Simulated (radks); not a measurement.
Be+, configuration [He] 2s1. Method: Dirac Kohn-Sham, AM05, spin-unpolarised, spherical densities, finite nucleus; Fermi nuclear charge, rms radius 2.519 fm; computed with a radial shooting solver on a logarithmic mesh with Libxc functionals.

Radial electron density D(r) = 4 pi r^2 rho(r):

r (bohr),D(r) (e/bohr)
0.0155,0.09272
0.01706,0.1109
0.01893,0.1346
0.021,0.1629
0.0233,0.1969
0.02565,0.2342
0.02846,0.2819
0.03158,0.3386
0.03505,0.4055
0.03889,0.4842
0.0428,0.5686
0.0475,0.6744
0.0527,0.7967
0.05848,0.9370
0.06437,1.084
0.07142,1.262
0.07925,1.460
0.08794,1.679
0.09758,1.916
0.1074,2.150
0.1192,2.414
0.1322,2.685
0.1467,2.954
0.1615,3.192
0.1792,3.429
0.1989,3.632
0.2207,3.787
0.2448,3.882
0.2695,3.906
0.2991,3.854
0.3318,3.717
0.3682,3.498
0.4053,3.227
0.4497,2.874
0.499,2.479
0.5537,2.064
0.6144,1.658
0.6763,1.312
0.7504,0.9879
0.8327,0.7317
0.9239,0.5490
1.017,0.4436
1.128,0.3888
1.252,0.3817
1.389,0.4051
1.542,0.4398
1.697,0.4671
1.883,0.4792
2.089,0.4655
2.318,0.4250
2.552,0.3682
2.832,0.2942
3.142,0.2178
3.486,0.1487
3.869,0.09306
4.258,0.05555
4.725,0.02880
5.243,0.01337
5.818,0.005494
6.404,0.002149
7.106,0.0006760
7.884,0.0001813

D(r) has 2 maxima, at r = 0.265, 1.88 bohr, and minima at 1.21 bohr, inside which lie 2.07 electrons.
